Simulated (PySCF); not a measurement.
Distorted geometries of [Tl(OH)2]−

[Tl(OH)2]− (singlet). PySCF 2.14.0, RKS PBE, Tl def2-SVP with ECP60, O def2-SVP, H def2-SVP; non-relativistic Hamiltonian with scalar-relativistic core potentials where named; density fitting; no spin-orbit coupling. Relaxed geometry:

```xyz
5

Tl    1.4306   -0.4338    0.0318
O    -0.0950    0.1473    1.6164
H    -0.8751    0.3443    1.0587
O    -0.0950   -0.0897   -1.6206
H    -0.8751    0.1864   -1.0975
```

Q: Order these distorted geometries by energy above the relaxed one, lowest first.
A.
```xyz
5

Tl    1.4483   -0.4411    0.0701
O    -0.0479    0.1569    1.6547
H    -0.9570    0.3178    1.0393
O    -0.0732   -0.0649   -1.6637
H    -0.8798    0.1858   -1.1117
```
B.
```xyz
5

Tl    1.4788   -0.2714    0.0225
O    -0.1444    0.1507    1.4965
H    -0.8082    0.3922    1.1112
O    -0.1733   -0.1836   -1.5378
H    -0.8624    0.0666   -1.1038
```
C.
```xyz
5

Tl    1.4460   -0.4934    0.0954
O    -0.0951    0.1521    1.5787
H    -0.9354    0.3551    1.0393
O    -0.0302   -0.0894   -1.5836
H    -0.8949    0.2301   -1.1410
```

A: C (0.09 eV), A (0.33 eV), B (1.65 eV).

Q: Which forces (eV/Å) act in the one that lies 0.33 eV up?

A: 
```
Tl  -0.18  0.03 -0.39
O   -3.30  0.59 -2.07
H    3.20 -0.54  2.14
O   -0.71  0.21  0.99
H    0.99 -0.29 -0.66
```
Forces carry noise of the integration grid, about 0.01 to 0.03 eV/Å.
